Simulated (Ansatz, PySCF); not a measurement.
CH₈FNOSi₂, SMILES CO[SiH2][Si@@H](N)F. Atoms are numbered in the order given.

```xyz
14

C      2.8598    -0.3337     0.2061
O      1.4911    -0.5641     0.3901
Si     0.3030     0.4684    -0.1610
Si    -1.7744    -0.4391     0.3949
N     -2.9583     0.5347    -0.3729
F     -1.7851    -2.0009    -0.0956
H      3.1319    -0.2886    -0.8651
H      3.4233    -1.1605     0.6646
H      3.1898     0.6092     0.6815
H      0.4070     0.6519    -1.6499
H      0.4648     1.8301     0.4507
H     -2.0928    -0.4628     1.8490
H     -3.9294     0.5145    -0.0818
H     -2.8738     0.7925    -1.3496
```

Geometry optimised at PBE0-D3(BJ)/def2-SVP. The structure was generated by enumeration; whether it is a known compound was not checked. The values are those of a single conformer.

Two levels are set side by side: PBE-D3(BJ)/def2-SVP (Ansatz, a quantum-chemistry and plane-wave program) and PBE0-D3(BJ)/def2-SVP (Ansatz). Each level has its own optimised geometry; the coordinates shown are those of the second. Frequencies come from the Hessian of PySCF at each geometry. Differences are taken from unrounded values.

```json
[
 {"quantity": "mean bond length (Å)", "PBE0-D3(BJ)": "1.430", "PBE-D3(BJ)": "1.442", "PBE-D3(BJ) minus PBE0-D3(BJ)": "0.012"},
 {"quantity": "bond C1–O2 (Å)", "PBE0-D3(BJ)": "1.400", "PBE-D3(BJ)": "1.414", "PBE-D3(BJ) minus PBE0-D3(BJ)": "0.014"},
 {"quantity": "bond O2–Si3 (Å)", "PBE0-D3(BJ)": "1.668", "PBE-D3(BJ)": "1.685", "PBE-D3(BJ) minus PBE0-D3(BJ)": "0.018"},
 {"quantity": "bond Si3–Si4 (Å)", "PBE0-D3(BJ)": "2.334", "PBE-D3(BJ)": "2.343", "PBE-D3(BJ) minus PBE0-D3(BJ)": "0.008"},
 {"quantity": "bond Si4–N5 (Å)", "PBE0-D3(BJ)": "1.714", "PBE-D3(BJ)": "1.729", "PBE-D3(BJ) minus PBE0-D3(BJ)": "0.014"},
 {"quantity": "bond Si4–F6 (Å)", "PBE0-D3(BJ)": "1.637", "PBE-D3(BJ)": "1.653", "PBE-D3(BJ) minus PBE0-D3(BJ)": "0.016"},
 {"quantity": "bond C1–H7 (Å)", "PBE0-D3(BJ)": "1.106", "PBE-D3(BJ)": "1.116", "PBE-D3(BJ) minus PBE0-D3(BJ)": "0.009"},
 {"quantity": "bond C1–H8 (Å)", "PBE0-D3(BJ)": "1.101", "PBE-D3(BJ)": "1.110", "PBE-D3(BJ) minus PBE0-D3(BJ)": "0.009"},
 {"quantity": "bond C1–H9 (Å)", "PBE0-D3(BJ)": "1.106", "PBE-D3(BJ)": "1.116", "PBE-D3(BJ) minus PBE0-D3(BJ)": "0.009"},
 {"quantity": "bond Si3–H10 (Å)", "PBE0-D3(BJ)": "1.504", "PBE-D3(BJ)": "1.516", "PBE-D3(BJ) minus PBE0-D3(BJ)": "0.012"},
 {"quantity": "bond Si3–H11 (Å)", "PBE0-D3(BJ)": "1.502", "PBE-D3(BJ)": "1.513", "PBE-D3(BJ) minus PBE0-D3(BJ)": "0.012"},
 {"quantity": "bond Si4–H12 (Å)", "PBE0-D3(BJ)": "1.489", "PBE-D3(BJ)": "1.500", "PBE-D3(BJ) minus PBE0-D3(BJ)": "0.012"},
 {"quantity": "bond N5–H13 (Å)", "PBE0-D3(BJ)": "1.014", "PBE-D3(BJ)": "1.023", "PBE-D3(BJ) minus PBE0-D3(BJ)": "0.009"},
 {"quantity": "bond N5–H14 (Å)", "PBE0-D3(BJ)": "1.014", "PBE-D3(BJ)": "1.023", "PBE-D3(BJ) minus PBE0-D3(BJ)": "0.009"},
 {"quantity": "highest harmonic wavenumber (cm⁻¹)", "PBE0-D3(BJ)": "3711", "PBE-D3(BJ)": "3587", "PBE-D3(BJ) minus PBE0-D3(BJ)": "-124"},
 {"quantity": "mean harmonic wavenumber (cm⁻¹)", "PBE0-D3(BJ)": "1198", "PBE-D3(BJ)": "1156", "PBE-D3(BJ) minus PBE0-D3(BJ)": "-42"},
 {"quantity": "zero-point energy (kcal/mol)", "PBE0-D3(BJ)": "61.66", "PBE-D3(BJ)": "59.51", "PBE-D3(BJ) minus PBE0-D3(BJ)": "-2.15"}
]
```

GGA bonds tend to be longer and softer than those of functionals with exact exchange. Differences between two approximate levels are no errors against the true value.
